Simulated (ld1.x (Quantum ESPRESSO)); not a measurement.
Configuration tests for scandium (Sc) (PAW)

* Element: Sc (Z = 21)
* Generator: ld1.x (Quantum ESPRESSO) 7.5
* Type: PAW
* Functional: LDA (PZ)
* Relativity: scalar-relativistic
* Frozen core: [Ne]
* Valence charge: 11
* Reference configuration: 3s2 3p6 3d1 4s1.5 4p0.5
* Partial waves: 3s (bound): rcut 1.45, rcutus 1.90 bohr; 4s (bound): rcut 1.45, rcutus 1.90 bohr; 3p (bound): rcut 1.85, rcutus 2.20 bohr; 4p (bound): rcut 1.85, rcutus 2.20 bohr; 3d (bound): rcut 2.35, rcutus 2.70 bohr; 3d channel at 0.45 Ry: rcut 2.35, rcutus 2.70 bohr
* Local potential: all-electron potential smoothed inside 2.20 bohr (lloc = -1)
* Core correction: Bessel-smoothed model core inside 1.05 bohr
* Augmentation charge: PSQ, inside the norm-conserving radii

Energies are relative to the spin-unpolarised reference configuration 3s2 3p6 3d1 4s1.5 4p0.5; without spin polarisation the order of configurations can differ from experiment. Spin-polarised rows fill each open shell by Hund’s rule, majority spin first. Not all tests gave a result: 1 of 9 tests not solved or not reliable. Left out of the table: 3s2 3p5 3d1 4s2 4p0 (solver errors, printed error -768 eV).

| valence configuration | charge | ΔE all-electron (eV) | error AE − PS (meV) |
| --- | --- | --- | --- |
| 3s2 3p6 3d1 4s0 4p0 | +2 | 18.625 | -0.7 |
| 3s2 3p6 3d0 4s0 4p0 | +3 | 43.715 | -12 |
| 3s2 3p6 3d1.5 4s1.5 4p0 | 0 | -0.754 | -1.1 |
| 3s2 3p6 3d1 4s0 4p2 | 0 | 4.424 | +2.1 |
| 3s2 3p6 3d1 4s1.5 4p0.5 (spin-polarised) | 0 | -0.366 | -0.2 |
| 3s2 3p6 3d1 4s2 4p0 (spin-polarised) | 0 | -1.554 | +0.1 |

What are ΔE and the potential's error for 3s2 3p6 3d1 4s1 4p0?

ΔE = 5.664 eV all-electron; the error (AE − PS) is -0.1 meV.

What are ΔE and the potential's error for 3s2 3p6 3d1 4s2 4p0?

ΔE = -1.403 eV all-electron; the error (AE − PS) is +0.3 meV.
